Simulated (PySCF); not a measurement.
S-ethyl ethanethioate (C4H8OS), SMILES CCSC(C)=O.

Geometry optimised at B3LYP-D3(BJ)/def2-SVP. The geometry has at least one imaginary mode, so it is a saddle point at that level. Other conformers were not sampled.

Calculation: PBE0/def2-TZVP (PySCF).

The molecule is in vacuum.

Q: Estimate the frontier levels, gap, dipole moment and polarisability. (An estimate is asked for; the answer gives what the named calculation found.)

A: 
```
Quantity                                                                                                         Result
---------------------------------------------------------------------------------------------  ------------------------
highest occupied level                                                                                         -7.20 eV
lowest empty level                                                                                             -0.45 eV
orbital gap                                                                                                     6.75 eV
dipole moment                                                                                                    1.32 D
quadrupole, principal values (traceless, Buckingham form, about the centre of nuclear charge)  -10.49, -0.95, 11.44 D·Å
mean static polarisability                                                                        72.7 bohr³ (10.78 Å³)
polarisability, principal values                                                                 52.5, 69.8, 95.9 bohr³
```
